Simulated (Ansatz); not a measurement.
Reaction (redistribution): `[OH][Al]([SiH3])[Cl]` + `FBOCS` → `FBOC[SiH3]` + `[OH][Al]([SH])[Cl]`

Computed with Ansatz on PBE0-D4/def2-TZVP structures; ΔE is electronic, products minus reactants. CCSD(T)/CBS adds triple-zeta CCSD(T) − MP2 to the extrapolated MP2 energy (def2 sets, frozen cores). Functionals use def2-TZVPP. B3LYP here is the variant with VWN-RPA as its local correlation; programs differ in this. One conformer a species, not always the lowest.

`[OH][Al]([SiH3])[Cl]`:

```xyz
8

O     0.899    1.633    1.173
Al    0.815    0.086    0.504
Si   -1.115   -0.509   -0.852
Cl    2.384   -1.265    0.877
H     1.618    1.944    1.721
H    -1.263    0.441   -1.989
H    -0.980   -1.885   -1.399
H    -2.357   -0.445   -0.033
```

`FBOCS`:

Z-matrix (Å, degrees):
```
C
S 1 1.802
O 1 1.407 2 113.7
H 1 1.093 2 105.1 3 -122.2
H 1 1.088 2 110.0 3 120.5
H 2 1.343 1 96.3 3 -68.5
B 3 1.347 1 120.9 2 -90.2
F 7 1.321 3 117.3 1 177.6
H 7 1.197 3 122.9 1 -3.5
```

`FBOC[SiH3]`:

Z-matrix (Å, degrees):
```
C
Si 1 1.893
O 1 1.429 2 110.3
H 1 1.094 2 110.4 3 123.2
H 1 1.093 2 110.1 3 -118.2
H 2 1.486 1 109.3 3 -60.7
H 2 1.487 1 108.6 3 179.6
H 2 1.485 1 110.1 3 59.5
B 3 1.340 1 122.7 2 106.3
F 9 1.333 3 121.0 1 0.6
H 9 1.192 3 119.5 1 -179.6
```

`[OH][Al]([SH])[Cl]`:

Cartesian coordinates in Å:
```
O -1.022 -0.865 -1.133
Al -0.018 -0.129 -0.004
S 0.171 2.022 -0.075
Cl 1.021 -1.246 1.428
H -1.171 -1.807 -1.184
H 1.020 2.024 0.968
```

| level | ΔE (kcal/mol) | difference from CCSD(T)/CBS |
| --- | --- | --- |
| PBE-D4 | -26.3 | 4.4 |
| r2SCAN-D4 | -30.2 | 0.5 |
| PBE0-D4 | -27.9 | 2.8 |
| B3LYP-D4 | -29.6 | 1.1 |
| ωB97X-V | -29.3 | 1.4 |
| ωB97M-V | -31.2 | -0.5 |
| B2PLYP | -30.3 | 0.4 |
| PBE | -26.0 | 4.7 |
| r2SCAN | -30.1 | 0.6 |
| PBE0 | -27.6 | 3.1 |
| B3LYP | -29.1 | 1.6 |
| HF/def2-TZVPP | -31.7 | -1.0 |
| MP2/def2-TZVPP | -32.1 | -1.4 |
| SCS-MP2/def2-TZVPP | -31.4 | -0.7 |
| CCSD/def2-TZVPP | -30.3 | 0.4 |
| CCSD(T)/def2-TZVPP | -29.9 | 0.8 |
| HF/def2-QZVPP | -31.8 | -1.1 |
| MP2/def2-QZVPP | -32.6 | -1.9 |
| SCS-MP2/def2-QZVPP | -31.9 | -1.2 |
| HF/CBS(def2) | -31.8 | -1.1 |
| MP2/CBS(def2) | -32.8 | -2.1 |
| CCSD/CBS(def2) | -31.0 | -0.3 |
| CCSD(T)/CBS | -30.7 | 0 |

Largest T1 diagnostic among the species: 0.013.

From PBE to PBE0 (25 % exact exchange), in def2-TZVPP and without D4, ΔE moves by −1.6 kcal/mol.
